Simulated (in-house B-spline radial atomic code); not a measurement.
V⁵⁺. Computed with a B-spline radial atomic code. Model: all-electron spherical atom, spin shells full or empty, radial basis limit, no spin-orbit coupling: exact exchange with a local potential (Slater, KLI or optimised effective potential, whose far tail is KLI's), no correlation.

Exchange potential has not reached -1/r at the last radius.

The run also made RPA and GW results, which its time includes.

The Slater potential averages the orbital exchange potentials with the orbital densities as weights, KLI adds orbital constants, and the optimised effective potential minimises the exact-exchange energy among local potentials. So their energies lie above Hartree-Fock in the order OEP, KLI, Slater. All fall off as −1/r, unlike LDA and GGA exchange.

Command:
```bash
python run_gw.py task.json out
```
Settings (nuclear radius in fm, other lengths in bohr, energies in hartree):
```
Z                      23
electrons              18
configuration          [Ne] 3s2 3p6
hamiltonian            x2c
method                 kli
lmax                   9
rms_radius             3.6002
spin_polarised         False
box_radius             10.43
intervals              100
```

Run time, properties included: 5.3 s on 1 thread of Arm Neoverse N1, with other jobs on the host.

Given: hamiltonian one-electron scalar X2C; mean-field start exchange-only KLI.

Computed: energy above Hartree-Fock 8.1092 millihartree.

```json
{"radius (bohr)": "0.00217", "r times exchange potential (hartree bohr)": "-0.041295"}
{"radius (bohr)": "0.00264", "r times exchange potential (hartree bohr)": "-0.050179"}
{"radius (bohr)": "0.0032", "r times exchange potential (hartree bohr)": "-0.060723"}
{"radius (bohr)": "0.00388", "r times exchange potential (hartree bohr)": "-0.073455"}
{"radius (bohr)": "0.00471", "r times exchange potential (hartree bohr)": "-0.088868"}
{"radius (bohr)": "0.00572", "r times exchange potential (hartree bohr)": "-0.10742"}
{"radius (bohr)": "0.00694", "r times exchange potential (hartree bohr)": "-0.12948"}
{"radius (bohr)": "0.00842", "r times exchange potential (hartree bohr)": "-0.15567"}
{"radius (bohr)": "0.0102", "r times exchange potential (hartree bohr)": "?"}
{"radius (bohr)": "0.0124", "r times exchange potential (hartree bohr)": "-0.22247"}
{"radius (bohr)": "0.015", "r times exchange potential (hartree bohr)": "-0.26292"}
{"radius (bohr)": "0.0183", "r times exchange potential (hartree bohr)": "-0.31036"}
{"radius (bohr)": "0.0221", "r times exchange potential (hartree bohr)": "-0.3594"}
{"radius (bohr)": "0.0269", "r times exchange potential (hartree bohr)": "-0.41282"}
{"radius (bohr)": "0.0326", "r times exchange potential (hartree bohr)": "-0.46438"}
{"radius (bohr)": "0.0396", "r times exchange potential (hartree bohr)": "-0.51154"}
{"radius (bohr)": "0.048", "r times exchange potential (hartree bohr)": "-0.54786"}
{"radius (bohr)": "0.0583", "r times exchange potential (hartree bohr)": "-0.56881"}
{"radius (bohr)": "0.0707", "r times exchange potential (hartree bohr)": "-0.57217"}
{"radius (bohr)": "0.0858", "r times exchange potential (hartree bohr)": "-0.56837"}
{"radius (bohr)": "0.104", "r times exchange potential (hartree bohr)": "-0.58871"}
{"radius (bohr)": "0.126", "r times exchange potential (hartree bohr)": "-0.6653"}
{"radius (bohr)": "0.153", "r times exchange potential (hartree bohr)": "-0.79014"}
{"radius (bohr)": "0.186", "r times exchange potential (hartree bohr)": "-0.92331"}
{"radius (bohr)": "0.226", "r times exchange potential (hartree bohr)": "-1.028"}
{"radius (bohr)": "0.274", "r times exchange potential (hartree bohr)": "-1.076"}
{"radius (bohr)": "0.332", "r times exchange potential (hartree bohr)": "-1.0462"}
{"radius (bohr)": "0.403", "r times exchange potential (hartree bohr)": "-0.92944"}
{"radius (bohr)": "0.489", "r times exchange potential (hartree bohr)": "-0.82149"}
{"radius (bohr)": "0.594", "r times exchange potential (hartree bohr)": "-0.93922"}
{"radius (bohr)": "0.72", "r times exchange potential (hartree bohr)": "-1.1542"}
{"radius (bohr)": "0.874", "r times exchange potential (hartree bohr)": "-1.3122"}
{"radius (bohr)": "1.06", "r times exchange potential (hartree bohr)": "-1.3806"}
{"radius (bohr)": "1.29", "r times exchange potential (hartree bohr)": "-1.3654"}
{"radius (bohr)": "1.56", "r times exchange potential (hartree bohr)": "?"}
{"radius (bohr)": "1.89", "r times exchange potential (hartree bohr)": "-1.218"}
{"radius (bohr)": "2.3", "r times exchange potential (hartree bohr)": "-1.1441"}
```

(1) What belongs in the row 0.0102?

(2) What belongs in the row 1.56?

```tsv
occupied	level (hartree)	Hartree-Fock level (hartree)
1s	-200.47	-205.84
2s	?	?
2p	-22.118	-23.108
3s	-5.7153	-5.9838
3p	-4.7145	-4.7185
```

(3) What belongs in the row 2s?

```tsv
empty	level (hartree)
3d	-3.178
4s	?
4p	-1.9435
4d	-1.5014
```

(4) What belongs in the row 4s?

## Answers

(1) r times exchange potential (hartree bohr): -0.18623.

(2) r times exchange potential (hartree bohr): -1.2995.

(3) level (hartree): -25.767; Hartree-Fock level (hartree): -27.212.

(4) level (hartree): -2.2431.

The highest level, 3p, differs from Hartree-Fock by +0.11 eV and the deepest, 1s, by +146 eV: a local potential can match the highest level but can't give each shell its own exchange.
